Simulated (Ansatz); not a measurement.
Born–Oppenheimer molecular dynamics of CH6ClNSSi (11 atoms, charge 0, multiplicity 1). It starts from a relaxed structure.

The calculation used Ansatz, RKS PBE0/6-31G.

```
ensemble        : NVT, Nosé–Hoover chain
time step       : 0.5 fs
steps asked     : 250
set temperature : 500 K
thermostat      : time constant 50 fs, chain length 5
seed            : 632715
```

Frames 5 fs apart, positions in Å.

Velocities at 25 fs (Å/ps):

```
C -2.85 -4.98 -3.52
Si -1.90 1.51 -0.48
N -2.42 1.86 3.35
S 0.69 0.61 -1.45
Cl 1.43 -1.76 1.20
H 18.32 8.67 -8.30
H 5.38 8.46 2.33
H 4.35 -17.16 20.97
H 4.61 -0.98 -11.27
H -3.56 16.77 2.21
H 18.99 18.23 6.86
```

```xyz
11
Properties=species:S:1:pos:R:3 time_fs=25 energy_less_start_eV=0.415 T=173
C -1.239 0.939 -0.531
Si 0.319 0.189 0.323
N 1.105 -0.899 -0.778
S -0.007 -1.039 2.215
Cl 1.789 1.681 1.151
H -1.005 1.449 -1.434
H -1.647 1.690 0.120
H -1.963 0.142 -0.604
H 1.195 -0.873 -1.786
H 1.838 -1.583 -0.346
H -0.064 -2.287 1.571
11
Properties=species:S:1:pos:R:3 time_fs=30 energy_less_start_eV=0.449 T=152
C -1.245 0.920 -0.536
Si 0.310 0.197 0.321
N 1.102 -0.898 -0.764
S -0.004 -1.034 2.207
Cl 1.794 1.672 1.155
H -0.934 1.425 -1.500
H -1.641 1.723 0.137
H -1.953 0.064 -0.566
H 1.170 -0.839 -1.757
H 1.773 -1.453 -0.375
H 0.020 -2.215 1.591
11
Properties=species:S:1:pos:R:3 time_fs=35 energy_less_start_eV=0.377 T=230
C -1.234 0.913 -0.521
Si 0.301 0.206 0.323
N 1.095 -0.894 -0.751
S -0.001 -1.023 2.197
Cl 1.796 1.662 1.157
H -0.970 1.245 -1.492
H -1.664 1.681 0.077
H -1.923 0.095 -0.646
H 1.089 -0.754 -1.776
H 1.888 -1.492 -0.353
H 0.081 -2.284 1.534
11
Properties=species:S:1:pos:R:3 time_fs=40 energy_less_start_eV=0.394 T=232
C -1.213 0.898 -0.498
Si 0.297 0.212 0.333
N 1.100 -0.895 -0.741
S 0.001 -1.015 2.184
Cl 1.793 1.652 1.157
H -0.980 1.173 -1.583
H -1.755 1.729 0.027
H -1.954 0.084 -0.697
H 1.035 -0.725 -1.701
H 1.884 -1.442 -0.484
H 0.106 -2.210 1.545
11
Properties=species:S:1:pos:R:3 time_fs=45 energy_less_start_eV=0.361 T=279
C -1.209 0.887 -0.502
Si 0.300 0.214 0.353
N 1.100 -0.889 -0.736
S 0.000 -1.005 2.172
Cl 1.787 1.643 1.153
H -0.954 1.196 -1.481
H -1.737 1.707 -0.083
H -1.924 0.082 -0.597
H 0.981 -0.725 -1.772
H 1.944 -1.448 -0.553
H 0.114 -2.196 1.520
11
Properties=species:S:1:pos:R:3 time_fs=50 energy_less_start_eV=0.425 T=250
C -1.211 0.875 -0.512
Si 0.313 0.211 0.380
N 1.098 -0.878 -0.755
S -0.002 -0.994 2.163
Cl 1.778 1.636 1.147
H -0.860 1.254 -1.525
H -1.706 1.770 -0.045
H -1.910 0.012 -0.480
H 0.931 -0.777 -1.702
H 1.962 -1.413 -0.549
H 0.103 -2.236 1.470
11
Properties=species:S:1:pos:R:3 time_fs=55 energy_less_start_eV=0.405 T=291
C -1.209 0.879 -0.519
Si 0.332 0.204 0.404
N 1.099 -0.864 -0.767
S -0.007 -0.992 2.156
Cl 1.768 1.632 1.140
H -0.886 1.157 -1.489
H -1.611 1.709 0.017
H -1.887 0.035 -0.499
H 0.853 -0.831 -1.794
H 1.920 -1.345 -0.521
H 0.056 -2.140 1.504
11
Properties=species:S:1:pos:R:3 time_fs=60 energy_less_start_eV=0.459 T=268
C -1.186 0.877 -0.503
Si 0.352 0.195 0.414
N 1.089 -0.840 -0.787
S -0.015 -0.989 2.161
Cl 1.760 1.633 1.133
H -0.941 1.092 -1.585
H -1.597 1.726 0.087
H -1.942 0.072 -0.589
H 0.832 -0.906 -1.729
H 1.986 -1.357 -0.522
H -0.011 -2.216 1.461
11
Properties=species:S:1:pos:R:3 time_fs=65 energy_less_start_eV=0.361 T=372
C -1.161 0.871 -0.484
Si 0.369 0.184 0.406
N 1.097 -0.824 -0.789
S -0.026 -0.996 2.172
Cl 1.752 1.639 1.126
H -0.972 1.139 -1.509
H -1.599 1.726 0.014
H -1.972 0.133 -0.578
H 0.779 -0.948 -1.764
H 1.906 -1.304 -0.625
H -0.103 -2.200 1.484
11
Properties=species:S:1:pos:R:3 time_fs=70 energy_less_start_eV=0.345 T=409
C -1.144 0.866 -0.461
Si 0.379 0.173 0.386
N 1.105 -0.814 -0.802
S -0.039 -1.008 2.190
Cl 1.747 1.651 1.120
H -0.878 1.259 -1.474
H -1.595 1.779 -0.029
H -1.952 0.137 -0.469
H 0.678 -0.911 -1.727
H 2.023 -1.361 -0.687
H -0.223 -2.157 1.535
11
Properties=species:S:1:pos:R:3 time_fs=75 energy_less_start_eV=0.322 T=448
C -1.134 0.887 -0.443
Si 0.384 0.163 0.365
N 1.131 -0.822 -0.828
S -0.053 -1.019 2.215
Cl 1.744 1.667 1.114
H -0.793 1.228 -1.425
H -1.528 1.779 0.051
H -1.910 0.090 -0.426
H 0.626 -0.865 -1.683
H 1.951 -1.298 -0.759
H -0.372 -2.243 1.524
11
Properties=species:S:1:pos:R:3 time_fs=80 energy_less_start_eV=0.350 T=443
C -1.124 0.913 -0.421
Si 0.390 0.151 0.352
N 1.145 -0.826 -0.857
S -0.069 -1.036 2.238
Cl 1.741 1.686 1.108
H -0.805 1.135 -1.445
H -1.455 1.746 0.195
H -1.846 0.124 -0.487
H 0.611 -0.872 -1.781
H 2.060 -1.348 -0.825
H -0.482 -2.149 1.612
```

Of the whole run (125 fs, mean temperature of the second half 406 K): The conserved energy stayed within 0.87 meV per atom of its start (net change 0.35 meV per atom), so the integration is sound. The mean temperature of the second half is 19 % below the set value. A run of 0.12 ps of so small a system gives no equilibrium averages. Limits of this set-up: no polarisation functions.

Time of the run: 13 min on 2 threads of Arm Neoverse N1 (shared host), peak memory 0.14 GiB.
